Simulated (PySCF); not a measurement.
# Löwdin shares of the frontier orbitals

Compound: C8H6FN.
Cartesian coordinates in Å at the GFN2-xTB level; atoms count from 1:
```xyz
16
C8H6FN angstrom
F     -1.8851    2.5212    0.1006
C     -1.5463    1.2213    0.0079
C     -2.4258    0.1522   -0.1444
C     -1.6560   -0.9934   -0.1961
N     -0.3539   -0.6528   -0.0804
C      0.7571   -1.4398   -0.0797
C      1.9871   -0.8828    0.0480
C      2.1309    0.5205    0.1833
C      1.0257    1.3173    0.1844
C     -0.2462    0.7327    0.0499
H     -3.4936    0.2096   -0.2099
H     -1.9619   -2.0147   -0.3067
H      0.5935   -2.5017   -0.1846
H      2.8614   -1.5128    0.0466
H      3.1173    0.9432    0.2839
H      1.0881    2.3890    0.2855
```

Computed with TDDFT PBE0/def2-SVPD, vertical, gas phase, core orbitals frozen in the response in PySCF.

Kohn–Sham orbitals with the atoms that hold most of them (Löwdin shares over 4%, at most four atoms; ? is withheld):

```csv
orbital,ε (eV),atoms
LUMO+2,0.73,"C6 17%, C7 13%, H13 13%, C4 9%"
LUMO+1,0.08,"C4 17%, C7 15%, C8 12%, C10 12%"
LUMO,-0.98,?
HOMO,-5.57,"C4 17%, C2 17%, C8 11%, C6 10%"
HOMO-1,-7.08,?
HOMO-2,-8.74,"C9 17%, C10 16%, C6 14%, N5 13%"
HOMO-3,-9.63,"C8 22%, C7 20%, C9 13%, C4 9%"
```

**Question.** Give the leading atoms of the HOMO-1.

**Answer.** C3 (bonded to 2 C and H) 26%; C7 (bonded to 2 C and H) 13%; N5 (bonded to 3 C) 12%; C4 (bonded to C, N and H) 12%. By element: carbon 50% or more, nitrogen 12%.

**Question.** Which atoms hold the LUMO, and with what shares?

**Answer.** C9 (bonded to 2 C and H) 21%; C6 (bonded to C, N and H) 20%; C8 (bonded to 2 C and H) 15%; C7 (bonded to 2 C and H) 12%.

**Question.** The HOMO–LUMO gap is 4.59 eV. Where does the response calculation put the lowest singlet, and from which orbitals?

**Answer.** S1 is at 3.63 eV (f = 0.038), 0.95 eV below the gap, made of HOMO→LUMO (96%). 

Next come S2 at 4.72 eV (f 0.029), HOMO→LUMO+1 (57%), HOMO-1→LUMO (40%); S3 at 5.25 eV (f 0.0000), HOMO→LUMO+2 (98%); S4 at 5.73 eV (f 0.0006), HOMO→LUMO+3 (94%); S5 at 5.83 eV (f 0.670), HOMO-1→LUMO (55%), HOMO→LUMO+1 (36%).

Hardware: Arm Neoverse N1, one thread, no GPU (shared host). Cost: 83 s of wall time, 0.99 GiB resident at most.
